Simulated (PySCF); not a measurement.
## Nb²⁺ (niobium, charge +2): B2PLYP calculation

Configuration: [Kr] 4d2 5p1, one real determinant (an excited configuration). Calculation: PySCF 2.14, in def2-QZVPPD with the def2 core potential (28 electrons) (7s5p4d3f2g, 81 functions); a scalar-relativistic core potential.

| Property | Result |
| --- | --- |
| Total energy, PT2 part included | -55.5965 hartree |
| One-electron energy | -86.2934 hartree |
| Hartree (Coulomb) energy | 36.6860 hartree |
| Exchange-correlation energy | -5.9854 hartree |
| PT2 correlation before scaling by 0.27 | -0.01363 hartree |
| ⟨S²⟩ | 3.7523 |
| ⟨L²⟩ | 13.977 |
| Sum of ⟨r⟩ | 17.31 bohr |
| Sum of ⟨r²⟩ | 36.46 bohr² |
| Traceless quadrupole moment −½Σ⟨3z² − r²⟩ along its main axis | -5.83 e·bohr² |

```tsv
shell	electrons	mean orbital energy (hartree)	spread (hartree)	rms radius, mean of both spins (bohr)
4s α	1	-3.33739	0	1.23
4s β	1	-3.25488	0	1.23
4p α	3	-2.32726	0.00741	1.37
4p β	3	-2.22640	0.01152	1.37
4d α	2	-0.99260	0.00617	1.90
5p α	1	-0.56702	0	3.86
```

⟨L²⟩ = 13.98 against 20 for a pure G term, so this real determinant mixes terms. Energies and moments cover only the electrons outside the core potential.

The orbital energies are those of the SCF part of the double hybrid.
